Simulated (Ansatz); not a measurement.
Job for Ansatz (a program for electronic structure): R-B3LYP/def2-TZVPPD on H4OSi (SMILES O[SiH3]) with ghost functions, monomers drawn apart or pushed together. Files ending in .json are basis or fitting sets from the Basis Set Exchange.

Ansatz 0.2 input:
```yaml
crystal:
  periodic: [false, false, false]
  atoms:
    - {symbol: O, position_ang: [-0.54007710, -0.01208518, 4.46435964]}
    - {symbol: Si, position_ang: [0.31238465, 1.24525816, 5.14026639]}
    - {symbol: H, position_ang: [-1.13773177, -0.52430130, 5.01497932]}
    - {symbol: H, position_ang: [-0.60419310, 2.26283368, 5.70571317]}
    - {symbol: H, position_ang: [1.09995537, 1.81459291, 4.03213791]}
    - {symbol: H, position_ang: [1.20486923, 0.76010607, 6.21883858]}
basis:
  gaussian:
    orbitals: def2-TZVPPD.json
    ghost_atoms:
      - {symbol: I, position_ang: [-0.42323705, -1.16969828, -0.63275226]}
      - {symbol: H, position_ang: [-0.57646191, -0.96017161, 0.97324933]}
hamiltonian:
  xc: {name: B3LYP}
scf: {lower_state_search: off}
```

The log:

```
Functional definition: B3LYP
[...]
these checks for a lower state are left out or cut short: stability, starts, cluster_reference, orbital_swaps, neighbouring_geometries, increment
integrals: 0.14 GiB planned
1125 factors; their error is unknown
mean field: 1.08 GiB planned
mean field evaluation 1: about -9987.7854 eV, gradient 5.6e1 eV
mean field evaluation 2: about -9973.0565 eV, gradient 1.0e2 eV
mean field evaluation 4: about -9992.7590 eV, gradient 1.4e0 eV
mean field evaluation 8: about -9992.7770 eV, gradient 2.5e-2 eV
mean field evaluation 16: about -9992.7770 eV, gradient 1.6e-6 eV
mean field -9992.77700241 eV, -367.2277814911 hartree, gradient 1.6e-6 eV, S^2 0.000000; 0 other end points of the search recorded, 0 dependent functions left out
reference -9992.77724175 eV, -367.2277902865 hartree; 13, 13 occupied and 219, 219 virtual orbitals, 1125 factors
Total energy: -9992.77724175 eV, -367.2277902865 hartree
Checks for a lower state left out: stability, starts, cluster_reference, orbital_swaps, neighbouring_geometries, increment
```

The run converged.

Cost: around 4 core-seconds (rough).
